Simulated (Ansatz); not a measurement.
```
atom    x (Å)    y (Å)   z (Å)
   C   0.0000   0.0000  0.0000
   C   1.3012   0.0000  0.0000
   C  -0.6506   1.1268  0.0000
   C  -0.6506  -1.1268  0.0000
   H   1.8184  -0.8614  0.0000
   H   1.8184   0.8614  0.0000
   H  -1.6552   1.1441  0.0000
   H  -0.1633   2.0055  0.0000
   H  -1.6552  -1.1441  0.0000
   H  -0.1633  -2.0055  0.0000
```

Basis set: 6-31G* (spherical functions). Frozen core: 4 orbitals. Charge 0, multiplicity 3.

Computed with Ansatz (development build ahead of 0.2.0); each method stands on the lowest determinant of its kind that the runs found.

**Question.** Give the atomization energy at this shape (free ground-state atoms in the same class of orbitals less the molecule, no zero-point energy) of triplet C₄H₆ by UHF-MP2, UHF.

**Answer.**

```csv
method,atomization energy
UHF-MP2,36.81 eV
UHF,30.42 eV
```

Caution: the shape is not the minimum; the unrestricted determinant is spin contaminated.
